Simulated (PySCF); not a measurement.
Compound: C7H8O3P (charge -1).
Atom-mapped SMILES: `[O:1]=[P@:2]([O-:3])([c:4]1[cH:5][cH:6][cH:7][o:8]1)[CH:9]1[CH2:10][CH2:11]1`

Geometry (GFN2-xTB, Å), atoms numbered from 1 in this order:
```
atom  x, y, z in Å
O1    -0.3526    1.0370   -1.9641
P2    -0.3267    1.2386   -0.4918
O3    -0.3589    2.6207    0.0613
C4     1.1597    0.3670    0.1803
C5     2.3653    0.1454   -0.4211
C6     3.1899   -0.4768    0.5447
C7     2.4256   -0.5846    1.6649
O8     1.1995   -0.0767    1.4528
C9    -1.6074    0.1953    0.3288
C10   -2.9129    0.1460   -0.3961
C11   -2.0188   -1.0498   -0.3832
H12    2.6121    0.3946   -1.4333
H13    4.2081   -0.7977    0.4281
H14    2.6295   -0.9939    2.6373
H15   -1.6186    0.2080    1.4115
H16   -3.8358    0.1196    0.1706
H17   -2.9676    0.7133   -1.3147
H18   -2.3123   -1.9150    0.1998
H19   -1.4881   -1.2814   -1.2950
```

NICS = −σ at a ghost point: NICS(0) at the centroid of the ring atoms, NICS(1) 1 Å to either side along the normal of their mean plane, zz for the tensor component along that normal. Level: GIAO PBE0/pcSseg-1 (PySCF, non-relativistic, gas phase) on the GFN2-xTB geometry, one conformer.

Ring bond lengths (Å), with Mayer bond orders in brackets: C4–C5 1.365 (1.59), C5–C6 1.414 (1.26), C6–C7 1.360 (1.58), C7–O8 1.344 (1.09), O8–C4 1.348 (1.02); C9–C10 1.494 (0.96), C10–C11 1.493 (0.99), C11–C9 1.492 (0.93).

Give the NICS values of each ring in ppm.

```tsv
ring	type	NICS(0)	NICS(1), two faces	NICS(1)zz, two faces	rms pucker (Å)	centre to ring atoms, mean (Å)
C4–C5–C6–C7–O8	5-membered ring with O; formal bonds all aromatic	-12.2	-10.6 / -10.8	-26.9 / -26.8	0.00	1.16
C9–C10–C11	3-membered carbocycle; formal bonds all single	-44.6	-9.5 / -8.9	-26.0 / -24.8	0.00	0.86
```

What do they say, and how far can they be read as aromaticity?

- C4–C5–C6–C7–O8: mean NICS(1)zz -26.8 ppm, shielded. For a flat ring without four-coordinate atoms the NICS criterion counts such a value as aromatic.
- C9–C10–C11: mean NICS(1)zz -25.4 ppm, shielded. C9, C10, C11 have four or more neighbours; no verdict on aromaticity is drawn. NICS(0) lies 35 ppm below the mean NICS(1).

What does the geometric index give? HOMA takes Krygowski's 1993 parameters.

- C4–C5–C6–C7–O8: HOMA 0.48; the largest term is that of O8–C4, α(R − Ropt)² = 1.09.

What is the mean of the two in-plane components of NICS at the second NICS(1) probe listed for ring C9–C10–C11, 1 Å off the ring?

The isotropic value is a third of the trace: (3 × -8.9 − (-24.8))/2 = -1.0 ppm.

List the ring angles and the Hirshfeld charges of the ring atoms.

- C4–C5–C6–C7–O8: C4 109.6° (+0.001 e), C5 106.6° (-0.109 e), C6 105.6° (-0.115 e), C7 110.7° (-0.029 e), O8 107.5° (-0.064 e); sum 540.0° against 540° for a flat convex ring.
- C9–C10–C11: C9 60.0° (-0.112 e), C10 59.9° (-0.106 e), C11 60.1° (-0.111 e); sum 180.0° against 180° for a flat convex ring.

Hardware: an Arm Neoverse N1 with one thread, no GPU, shared host with 64 logical CPUs at a one-minute load of 21. Cost: 80 s wall, 1.1 GiB resident at most. This is the whole shielding run at PBE0/pcSseg-1, SCF included.
